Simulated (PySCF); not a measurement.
Excitation energy of Os²⁺ by level of theory

Os²⁺ [Xe] 4f14 5d6 (5D) → Os²⁺ [Xe] 4f14 5d5 6p1 (7P), as a difference of total energies. Calculation: PySCF 2.14, in x2c-TZVPPall with one added diffuse shell each of s, p, d, f type (12s8p8d4f1g, 113 functions); scalar relativity by spin-free X2C-1e. Correlated levels: valence: [Xe] 4f14 frozen. The calculations carry no spin-orbit coupling.

| method | excitation energy (eV) |
| --- | --- |
| UHF | 6.811 |
| LDA | 7.708 |
| PBE | 7.551 |
| PBE0 | 7.604 |
| r2SCAN | 7.515 |
| MP2 (valence) | 7.539 |
| SCS-MP2 (valence) | 8.029 |

Question: How much does correlation contribute at MP2 (valence)?

Answer: 7.539 − (6.811) = 0.728 eV, measured against UHF.

A first-order spin-orbit estimate (lowest level to lowest level, LS coupling) adds -0.065 eV.
